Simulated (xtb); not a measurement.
A run for xtb: GFN2-xTB on HfAs, 2S+1 = 2, a spin state set in the input, which need not be the lowest, a point of a bond scan (R = 2.250 Å).

```
$ xtb mol.xyz --gfn 2 --sp --chrg 0 --uhf 1
2

Hf     0.00000000     0.00000000     0.00000000
As     0.00000000     0.00000000     2.25020800
```

Question: Give the final energy of this run.

Answer: -3.7105 hartree.
